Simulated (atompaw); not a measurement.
Cutoff test, Ni, PAW (atompaw)

atompaw 4.2.0.5 input, output lines left out:

```
Ni 28
LDA-PW scalarrelativistic loggrid 1500 logderivrange -10 5 376
4 4 3 0 0 0
4 1 0
3 2 8
0 0 0
c
c
v
v
c
v
v
v
2
1.45 1.30 1.05 1.30
n
n
y
3.45
n
custom rrkj gramschmidtortho besselshape
bessel
1.05
1.45
1.30
1.45
1.45
1.45
```

The pseudo-atom Hamiltonian at the reference potential is diagonalised in spherical Bessel functions j_l(qr) that vanish at 20 bohr, with q² up to the cutoff. All-electron valence levels (Ry): 3s -8.1217, 4s -0.4307, 3p -5.2375, 4p -0.0983, 3d -0.6718.

Task: How do the lowest levels (Ry) of each channel move with the cutoff, and are there ghosts?

Result:

```
cutoff (Ry)     s #1     s #2    s #3     p #1     p #2    p #3     d #1    f #1    f #2  Σ f·Δε (mRy)
          8  -7.3238  -0.2637  0.0220  -3.6675  -0.0274  0.0672   0.0646  0.1140  0.2426       17242.1
         15  -7.8622  -0.3182  0.0169  -4.8791  -0.0513  0.0592   0.0644  0.1140  0.2426        8785.3
         25  -8.0349  -0.3665  0.0126  -5.1679  -0.0623  0.0564  -0.2048  0.1140  0.2425        4456.4
         40  -8.1124  -0.4248  0.0078  -5.2305  -0.0750  0.0537  -0.6612  0.1140  0.2425         158.6
         55  -8.1211  -0.4303  0.0074  -5.2364  -0.0941  0.0502  -0.6711  0.1140  0.2425          15.5
         80  -8.1214  -0.4307  0.0074  -5.2373  -0.0978  0.0496  -0.6717  0.1140  0.2425           3.6
        110  -8.1217  -0.4308  0.0074  -5.2374  -0.0982  0.0495  -0.6718  0.1140  0.2425           1.2
        160  -8.1217  -0.4308  0.0074  -5.2375  -0.0983  0.0495  -0.6718  0.1140  0.2425           0.2
        400  -8.1218  -0.4308  0.0074  -5.2375  -0.0983  0.0495  -0.6718  0.1140  0.2425           0.0
```

Result: no extra level below or beside the all-electron valence levels (s, p, d, f tested); 10 mRy is reached at 70 Ry and 1 mRy at 120 Ry.
